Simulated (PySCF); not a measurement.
# PrSi: frontier orbitals

PBEsol at R = 2.851 Å; PySCF, spin-free X2C with a Gaussian nucleus, basis sets Pr x2c-SVPall, Si x2c-SVPall. State: sextet, about 2.7 electrons in the 4f shell (Mulliken), real f orbitals that mix terms. Only the outer orbitals are listed, counted within each symmetry.

```
spin  orbital  occ.  ε (eV)  on Pr (%)            main shells (%)
   α      15σ     1  -10.02          9                    91 Si s
   α       8π     1   -4.17         33           66 Si p, 27 Pr d
   α      16σ     1   -4.16         43   53 Si p, 32 Pr s, 8 Pr d
   α       8π     1   -4.16         33           66 Si p, 26 Pr d
   α      17σ     1   -3.30         99           63 Pr f, 31 Pr s
   α       3δ     1   -3.22        100                    99 Pr f
   α       1φ     1   -3.15        100                    99 Pr f
   α      18σ     0   -3.07         92  33 Pr f, 32 Pr d, 24 Pr s
   α       9π     0   -2.79        100                    95 Pr f
   α       9π     0   -2.73        100                    94 Pr f
   β      15σ     1   -8.73         12                    88 Si s
   β      16σ     1   -3.47         58           48 Pr s, 39 Si p
   β       8π     0   -2.81         44           56 Si p, 40 Pr d
   β       8π     0   -2.80         44           56 Si p, 41 Pr d
   β      17σ     0   -2.62         78  38 Pr d, 35 Pr s, 19 Si p
```

Question: Which are the highest filled and the lowest empty level, where do they sit, and how wide is the gap?

Answer: Highest filled α 1φ at -3.15 eV (in %: 99 Pr f); lowest empty α 18σ at -3.07 eV (in %: 33 Pr f, 32 Pr d, 24 Pr s); the gap at PBEsol is 0.08 eV.

```
bond order (Mayer)                               : 2.01
⟨S²⟩                                             : 8.782
charge on Pr (Mulliken, basis-dependent)         : 0.15
charge on Pr (Löwdin, basis-dependent)           : -0.03
dipole moment (positive dipole means Pr(−)Si(+)) : -4.28 D
```

Spin–orbit coupling is left out. With d or f electrons several states lie close, and the lowest PBE0 determinant need not be the measured ground state.
